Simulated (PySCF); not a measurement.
# Frontier levels across methods

H9NSi3.
Geometry (PBE0-D3(BJ)/def2-SVP, Å), atoms numbered from 1 in this order:
```xyz
13
H9NSi3 angstrom
Si     0.356    1.703   -0.163
N      0.000    0.003    0.075
Si    -1.644   -0.515    0.402
Si     1.287   -1.187    0.009
H     -0.362    2.257   -1.351
H     -0.026    2.516    1.033
H      1.829    1.820   -0.386
H     -2.508    0.704    0.352
H     -2.122   -1.498   -0.618
H     -1.767   -1.149    1.750
H      0.674   -2.516    0.315
H      1.920   -1.240   -1.344
H      2.354   -0.897    1.014
```

Basis pcSseg-2 throughout (PySCF), one geometry. Geometry: PBE0-D3(BJ)/def2-SVP; no solvent, vibrations or thermal averaging.

Question: How do the orbital energies and the gap change with the method?

Answer: 
| method | kind | HOMO (eV) | LUMO (eV) | gap (eV) | SCF cycles |
| --- | --- | --- | --- | --- | --- |
| BLYP | GGA | -6.25 | -1.14 | 5.10 | 13 |
| OPBE | GGA | -6.37 | -1.12 | 5.25 | 13 |
| PBE | GGA | -6.37 | -1.34 | 5.03 | 13 |
| B97-D | GGA | -6.37 | -1.16 | 5.22 | 13 |
| KT2 | GGA | -6.41 | -1.51 | 4.90 | 13 |
| LDA | LDA | -6.42 | -1.61 | 4.82 | 13 |
| KT3 | GGA | -6.46 | -1.31 | 5.15 | 13 |
| BP86 | GGA | -6.47 | -1.38 | 5.09 | 13 |
| B3LYP | global hybrid | -7.43 | -0.64 | 6.78 | 11 |
| PBE0 | global hybrid | -7.64 | -0.49 | 7.15 | 12 |
| mPW1PW91 | global hybrid | -7.68 | -0.48 | 7.20 | 12 |
| HF | Hartree–Fock | -10.79 | 2.54 | 13.33 | 9 |

The HOMO spans 4.55 eV, from BLYP down to HF, and the gap runs from 4.82 eV (LDA) to 13.33 eV (HF). Over the methods BLYP (0 %), OPBE (0 %), PBE (0 %), B97-D (0 %), KT2 (0 %), LDA (0 %), KT3 (0 %), BP86 (0 %), B3LYP (20 %), PBE0 (25 %), mPW1PW91 (25 %), HF (100 %), a straight line through the gap against the share of exact exchange rises by 0.83 eV for each 10 % (correlation coefficient 0.999). The dipole is below 0.03 D at every level.

The vertical ΔSCF ionisation energy at PBE0/def2-SVPD is 9.32 eV; −ε(HOMO) comes closest to it with HF (10.79 eV).
